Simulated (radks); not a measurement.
Problem. These are the eigenvalues of the occupied orbitals of an atom or ion with whole-number occupations (hartree). Method: scalar-relativistic Kohn-Sham, LDA (Slater exchange, Perdew-Wang correlation), spin-polarised, spherical densities, finite nucleus; Fermi nuclear charge, rms radius of each element as measured or else 0.836 A^(1/3) + 0.57 fm; computed with a radial shooting solver on a logarithmic mesh with Libxc functionals.

| orbital | eigenvalue |
|---|---|
| 1s up | -402.0684 |
| 1s down | -402.0660 |
| 2s up | -50.31898 |
| 2s down | -50.31797 |
| 2p up | -44.02135 |
| 2p down | -44.01957 |
| 3s up | -6.15848 |
| 3s down | -6.15586 |
| 3p up | -4.23491 |
| 3p down | -4.23171 |
| 3d up | -1.08236 |
| 3d down | -1.07615 |
| 4s up | -0.45457 |
| 4s down | -0.40839 |
| 4p up | -0.16426 |

Which element is it, and in what charge state? The configuration may be excited. Open shells, if any, are filled with parallel spins first.

Solution. Z = 32, germanium, charge 0: Ge in [Ar] 3d10 4s2 4p2. The list shows which subshells hold electrons but not how many an open one holds; the 1s level, -402.07 hartree, gives Z - s = 28.4 by -(Z - s)^2/2, which with screening and relativity narrows Z to a few neighbours, and the depths of the outer levels then fix element, charge and occupations together.
